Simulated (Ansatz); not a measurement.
`[SiH3][O][SnH3]` + H₂S → `[SH][SnH3]` + silanol at 400 K and 1 bar (ligand exchange at the Sn–O bond).

Isolated molecules relaxed with PBE0-D4/def2-TZVP in Ansatz; ΔE leaves out vibrations. CBS: MP2 limit from def2 TZ/QZ plus the TZ coupled-cluster correction, frozen cores. This one scheme is used for every species. def2 core potentials past Kr. For Sn outer-core shells are correlated without core-valence functions, which leaves a few kJ/mol of doubt a bond.

```json
{"species": "`[SiH3][O][SnH3]`", "CCSD(T)/CBS energy (Eh)": "-581.91447", "H − E (kJ/mol)": "160.4", "S (J/(mol·K))": "398.1"}
{"species": "H₂S", "CCSD(T)/CBS energy (Eh)": "-398.97279", "H − E (kJ/mol)": "53.4", "S (J/(mol·K))": "215.9"}
{"species": "`[SH][SnH3]`", "CCSD(T)/CBS energy (Eh)": "-614.20548", "H − E (kJ/mol)": "99.8", "S (J/(mol·K))": "324.6"}
{"species": "`O[SiH3]`", "CCSD(T)/CBS energy (Eh)": "-366.69042", "H − E (kJ/mol)": "120.0", "S (J/(mol·K))": "276.4"}
```

H − E and S are ideal-gas, rigid-rotor, harmonic terms from PBE0-D4/def2-TZVP. 1 Eh = 2625.50 kJ/mol, R = 8.31446 J/(mol·K).

By hand: ΔE, ΔH, ΔS and ΔG.

ΔE = (-614.20548) + (-366.69042) − (-581.91447) − (-398.97279) = -0.00864 Eh = -22.7 kJ/mol. Δ(H − E) = 99.8 + 120.0 − 160.4 − 53.4 = 6.0, so ΔH = -16.7 kJ/mol. ΔS = 324.6 + 276.4 − 398.1 − 215.9 = -13.0 J/(mol·K). ΔG = -16.7 − 400 × (-13.0)/1000 = -11.5 kJ/mol.

By hand: the equilibrium constant, and the temperature at which ΔG would vanish if ΔH and ΔS stayed fixed.

log₁₀ K = −ΔG/(RT ln 10) = 1.5. ΔG = 0 at ΔH/ΔS = 1285 K, though so small a ΔS makes that figure unsure.

The number of gas molecules stays the same, so ΔS is small and ΔH decides. A doubt of 5 kJ/mol in ΔE shifts log₁₀ K by 0.7 here. Modes under 60 cm⁻¹, often nearly free rotors, make the harmonic entropy too high. These are equilibria of isolated gas molecules and say nothing of rates. Largest T1 diagnostic: 0.013 (customary marks: 0.02 for closed shells, 0.045 for open ones).
